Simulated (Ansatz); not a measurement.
Program: Ansatz. Geometries: PBE0-D4/def2-TZVP. ΔE: electronic, gas phase. CCSD(T)/CBS is the MP2 limit (def2-TZVPP, def2-QZVPP) plus CCSD(T) − MP2 in def2-TZVPP, frozen cores. Double bonds are as drawn, so ΔE can hold a change between cis and trans. DFT in def2-TZVPP. HSE06 is defined as in plane-wave codes.

Reaction (redistribution): `B/N=C\Cl` + `C=C[SiH3]` → `BC=C` + `[SiH3]/N=C/Cl`

```csv
level,ΔE (eV)
B97M-V,0.54
HSE06-D4,0.61
revPBE,0.66
BLYP,0.63
r2SCAN,0.61
r2SCANh,0.58
LC-ωPBE,0.59
HF/CBS(def2),0.28
```

Task: What does CCSD(T)/CBS give? (An estimate is asked.)

Result: The calculation gave: +0.48 eV. The listed levels differ from it by 0.06, 0.13, 0.18, 0.15, 0.13, 0.10, 0.11, -0.20 eV.

Largest T1 diagnostic among the species: 0.014.

In def2-TZVPP, CCSD(T) changes the Hartree–Fock value by +0.20 eV (the triples alone add +0.02 eV) and MP2 by +0.18 eV. Leaving LDA and LC-ωPBE aside and taking each functional with its dispersion term where it has one, the values, not all of them listed here, spread over 0.22 eV, from BHLYP-D4 to PBE-D4. LDA lies +0.12 eV from PBE without D4. From PBE to PBE0 (25 % exact exchange), in def2-TZVPP and without D4, ΔE moves by −0.09 eV.
